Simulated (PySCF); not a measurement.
Vertical excitations of a molecule C4H5NSi from TDDFT-PBE/def2-SVPD (PySCF), as energy in eV (oscillator strength): 5.89 (0.006), 6.20 (0.013), 6.28 (0.001), 6.35 (0.019), 6.50 (0.019), 6.65 (0.010), 6.70 (0.005), 6.88 (0.001), 6.97 (0.093), 7.12 (0.007). Lowest triplet (TDA): 5.24 eV. Geometry: ωB97X-D3(BJ)/def2-SVP. The values are those of a single conformer.

Task: Which structure fits?
A) C#C[C@H]1N=C[SiH2]1
B) C#C[C@@H]([SiH3])C#N
C) N#CCC#C[SiH3]
D) C=C=C([SiH3])C#N

Result: B, C#C[C@@H]([SiH3])C#N
